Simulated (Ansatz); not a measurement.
`CC([SiH3])CO` + `CCCC(=O)O` → `O=C(O)C[SiH3]` + `CCC(C)CO`  (formal exchange of groups at the Si–C bond)

Isolated molecules relaxed with PBE0-D4/def2-TZVP in Ansatz; ΔE leaves out vibrations. CCSD(T)/CBS adds triple-zeta CCSD(T) − MP2 to the extrapolated MP2 energy (def2 sets, frozen cores). DFT in def2-TZVPP. One conformer a species, not always the lowest.

| level | ΔE (kcal/mol) |
| --- | --- |
| PBE0 | -2.2 |
| MP2/def2-TZVPP | -2.3 |

(1) What does CCSD(T)/CBS give? (Estimate.)

Largest T1 diagnostic among the species: 0.014.

Results:

(1) Computed: -2.3 kcal/mol. The listed levels differ from it by 0.1, 0.0 kcal/mol.
